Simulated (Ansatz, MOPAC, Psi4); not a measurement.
Molecule: CH2N (charge 0, doublet). SMILES: [CH2][N]
Coordinates optimised at B3LYP-D3(BJ)/def2-TZVP (Ansatz, an electronic-structure program):
```xyz
4

C     -0.0120     0.0143    -0.5005
N      0.0177    -0.0210     0.7362
H      0.8654     0.3150    -1.0886
H     -0.9171    -0.2537    -1.0620
```
Charge 0, spin multiplicity 2.

Wanted: vertical ionisation energy to the singlet, in eV. Conventions: UHF or UKS for open shells; 6-311+G** with 5d; no dispersion term unless named; non-relativistic; each state is the SCF solution reached for its charge and spin; six Cartesian d functions in 6-31G* and its kin unless marked 5d; valence correlation only; no spin-orbit coupling. Ab initio and DFT rows: single points at B3LYP-D3(BJ) geometries (Ansatz). Semi-empirical rows: differences of heats of formation at the shared geometry for vertical values. A UHF reference is markedly spin-contaminated in at least one set, which strains HF and MP2.

```tsv
level	program	vertical ionisation energy to the singlet (eV)
AM1	MOPAC	10.15
MNDO	MOPAC	10.51
PBE/6-31G*	Ansatz	10.40
PBE/6-311+G**	Ansatz	10.55
B3LYP/STO-3G	Ansatz	9.61
B3LYP/6-31G*	Ansatz	10.59
B3LYP/6-311+G**	Ansatz	10.74
wB97X-D/6-31G*	Psi4	10.57
MP2/6-311+G**	Ansatz	10.38
wB97M-V/def2-TZVPD	Ansatz	10.48
wB97X-V/def2-TZVPD	Ansatz	10.61
```

No value to compare with is used here. The 9 habitual levels span 9.61 (B3LYP/STO-3G) to 10.74 eV (B3LYP/6-311+G**); wB97X-V/def2-TZVPD gives 10.61.

The levels are drawn from those run, B3LYP/6-31G* more often than the rest, none by its result; left out are runs that failed, that the program found above a lower state of the same kind, or whose <S^2> lies over 0.5 above the pure value.
